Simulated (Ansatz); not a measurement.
Consider the redistribution: `N[SiH2]BF` + `B1N[SiH2]1` → `B[SiH2]N` + `FB1N[SiH2]1`.

Gas-phase electronic energies from Ansatz, PBE0-D4/def2-TZVP geometries. CBS: MP2 limit from def2 TZ/QZ plus the TZ coupled-cluster correction, frozen cores. Functionals use def2-TZVPP. B3LYP here is the variant with VWN-RPA as its local correlation; programs differ in this. HSE06 is defined as in plane-wave codes. One conformer a species, not always the lowest.

```json
{"level": "LDA (SPW92)", "ΔE (kJ/mol)": "25.1", "difference from CCSD(T)/CBS": "1.5"}
{"level": "revPBE-D4", "ΔE (kJ/mol)": "22.7", "difference from CCSD(T)/CBS": "-0.9"}
{"level": "BLYP-D4", "ΔE (kJ/mol)": "23.7", "difference from CCSD(T)/CBS": "0.1"}
{"level": "r2SCAN-D4", "ΔE (kJ/mol)": "21.2", "difference from CCSD(T)/CBS": "-2.4"}
{"level": "B97M-V", "ΔE (kJ/mol)": "14.8", "difference from CCSD(T)/CBS": "-8.8"}
{"level": "PBE0-D4", "ΔE (kJ/mol)": "21.5", "difference from CCSD(T)/CBS": "-2.1"}
{"level": "B3LYP-D4", "ΔE (kJ/mol)": "22.0", "difference from CCSD(T)/CBS": "-1.6"}
{"level": "r2SCANh-D4", "ΔE (kJ/mol)": "20.7", "difference from CCSD(T)/CBS": "-2.9"}
{"level": "r2SCAN0-D4", "ΔE (kJ/mol)": "20.0", "difference from CCSD(T)/CBS": "-3.6"}
{"level": "HSE06-D4", "ΔE (kJ/mol)": "21.5", "difference from CCSD(T)/CBS": "-2.1"}
{"level": "BHLYP-D4", "ΔE (kJ/mol)": "19.4", "difference from CCSD(T)/CBS": "-4.2"}
{"level": "ωB97X-V", "ΔE (kJ/mol)": "22.6", "difference from CCSD(T)/CBS": "-1.0"}
{"level": "ωB97M-V", "ΔE (kJ/mol)": "23.1", "difference from CCSD(T)/CBS": "-0.5"}
{"level": "B2PLYP", "ΔE (kJ/mol)": "23.0", "difference from CCSD(T)/CBS": "-0.6"}
{"level": "PBE", "ΔE (kJ/mol)": "24.2", "difference from CCSD(T)/CBS": "0.6"}
{"level": "revPBE", "ΔE (kJ/mol)": "23.7", "difference from CCSD(T)/CBS": "0.1"}
{"level": "BLYP", "ΔE (kJ/mol)": "24.4", "difference from CCSD(T)/CBS": "0.8"}
{"level": "r2SCAN", "ΔE (kJ/mol)": "21.3", "difference from CCSD(T)/CBS": "-2.3"}
{"level": "PBE0", "ΔE (kJ/mol)": "21.7", "difference from CCSD(T)/CBS": "-1.9"}
{"level": "B3LYP", "ΔE (kJ/mol)": "22.5", "difference from CCSD(T)/CBS": "-1.1"}
{"level": "r2SCANh", "ΔE (kJ/mol)": "20.8", "difference from CCSD(T)/CBS": "-2.8"}
{"level": "r2SCAN0", "ΔE (kJ/mol)": "20.1", "difference from CCSD(T)/CBS": "-3.5"}
{"level": "HSE06", "ΔE (kJ/mol)": "21.8", "difference from CCSD(T)/CBS": "-1.8"}
{"level": "BHLYP", "ΔE (kJ/mol)": "19.7", "difference from CCSD(T)/CBS": "-3.9"}
{"level": "CAM-B3LYP", "ΔE (kJ/mol)": "23.1", "difference from CCSD(T)/CBS": "-0.5"}
{"level": "LC-ωPBE", "ΔE (kJ/mol)": "22.9", "difference from CCSD(T)/CBS": "-0.7"}
{"level": "HF/def2-SVP", "ΔE (kJ/mol)": "15.8", "difference from CCSD(T)/CBS": "-7.8"}
{"level": "MP2/def2-SVP", "ΔE (kJ/mol)": "24.0", "difference from CCSD(T)/CBS": "0.4"}
{"level": "CCSD/def2-SVP", "ΔE (kJ/mol)": "23.6", "difference from CCSD(T)/CBS": "0.0"}
{"level": "HF/def2-TZVPP", "ΔE (kJ/mol)": "15.2", "difference from CCSD(T)/CBS": "-8.4"}
{"level": "MP2/def2-TZVPP", "ΔE (kJ/mol)": "22.8", "difference from CCSD(T)/CBS": "-0.8"}
{"level": "SCS-MP2/def2-TZVPP", "ΔE (kJ/mol)": "22.3", "difference from CCSD(T)/CBS": "-1.3"}
{"level": "CCSD/def2-TZVPP", "ΔE (kJ/mol)": "21.2", "difference from CCSD(T)/CBS": "-2.4"}
{"level": "CCSD(T)/def2-TZVPP", "ΔE (kJ/mol)": "23.1", "difference from CCSD(T)/CBS": "-0.5"}
{"level": "HF/def2-QZVPP", "ΔE (kJ/mol)": "15.2", "difference from CCSD(T)/CBS": "-8.4"}
{"level": "MP2/def2-QZVPP", "ΔE (kJ/mol)": "23.1", "difference from CCSD(T)/CBS": "-0.5"}
{"level": "SCS-MP2/def2-QZVPP", "ΔE (kJ/mol)": "22.5", "difference from CCSD(T)/CBS": "-1.1"}
{"level": "HF/CBS(def2)", "ΔE (kJ/mol)": "15.2", "difference from CCSD(T)/CBS": "-8.4"}
{"level": "MP2/CBS(def2)", "ΔE (kJ/mol)": "23.3", "difference from CCSD(T)/CBS": "-0.3"}
{"level": "CCSD/CBS(def2)", "ΔE (kJ/mol)": "21.7", "difference from CCSD(T)/CBS": "-1.9"}
{"level": "CCSD(T)/CBS", "ΔE (kJ/mol)": "23.6", "difference from CCSD(T)/CBS": "0"}
```

Largest T1 diagnostic among the species: 0.014.

In def2-TZVPP, CCSD(T) changes the Hartree–Fock value by +7.9 kJ/mol (the triples alone add +1.9 kJ/mol) and MP2 by +7.7 kJ/mol. From BLYP to BHLYP (50 % exact exchange), in def2-TZVPP and without D4, ΔE moves by −4.8 kJ/mol.
